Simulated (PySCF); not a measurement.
Kr⁺ (krypton, charge +1) across methods

[Ar] 3d10 4s2 4p4 5s1, high-spin 4P determinant (an excited configuration). Calculation: PySCF 2.14, in x2c-QZVPPall with one added diffuse shell each of s, p, d, f type (12s9p6d5f1g, 113 functions); the spin-free X2C one-electron Hamiltonian (Gaussian nucleus).

```json
{"method": "MN15", "E (hartree)": "-2790.981", "mean ε 4p α (eV)": "-27.377", "mean ε 4p β (eV)": "-25.263", "mean ε 5s α (eV)": "-8.869", "Σ⟨r²⟩ (bohr²)": "43.61", "⟨S²⟩": "3.753"}
{"method": "PBE0", "E (hartree)": "-2788.795", "mean ε 4p α (eV)": "-26.599", "mean ε 4p β (eV)": "-24.400", "mean ε 5s α (eV)": "-8.610", "Σ⟨r²⟩ (bohr²)": "43.87", "⟨S²⟩": "3.753"}
{"method": "UHF", "E (hartree)": "-2787.29966", "mean ε 4p α (eV)": "-30.966", "mean ε 4p β (eV)": "-28.142", "mean ε 5s α (eV)": "-9.822", "Σ⟨r²⟩ (bohr²)": "44.76", "⟨S²⟩": "3.758"}
{"method": "CAM-B3LYP", "E (hartree)": "-2789.256", "mean ε 4p α (eV)": "-27.917", "mean ε 4p β (eV)": "-25.922", "mean ε 5s α (eV)": "-9.458", "Σ⟨r²⟩ (bohr²)": "43.88", "⟨S²⟩": "3.752"}
{"method": "PBE", "E (hartree)": "-2788.739", "mean ε 4p α (eV)": "-24.817", "mean ε 4p β (eV)": "-22.776", "mean ε 5s α (eV)": "-8.069", "Σ⟨r²⟩ (bohr²)": "43.71", "⟨S²⟩": "3.752"}
{"method": "LDA", "E (hartree)": "-2785.226", "mean ε 4p α (eV)": "-24.897", "mean ε 4p β (eV)": "-22.911", "mean ε 5s α (eV)": "-8.258", "Σ⟨r²⟩ (bohr²)": "43.59", "⟨S²⟩": "3.751"}
{"method": "M06-L", "E (hartree)": "-2788.972", "mean ε 4p α (eV)": "-25.358", "mean ε 4p β (eV)": "-23.096", "mean ε 5s α (eV)": "-7.890", "Σ⟨r²⟩ (bohr²)": "44.24", "⟨S²⟩": "3.754"}
{"method": "r2SCAN", "E (hartree)": "-2789.065", "mean ε 4p α (eV)": "-25.537", "mean ε 4p β (eV)": "-23.351", "mean ε 5s α (eV)": "-8.106", "Σ⟨r²⟩ (bohr²)": "44.12", "⟨S²⟩": "3.754"}
```

The outer electron is Rydberg-like, and this basis confines it to a smaller radius and binds it less than a complete one would.
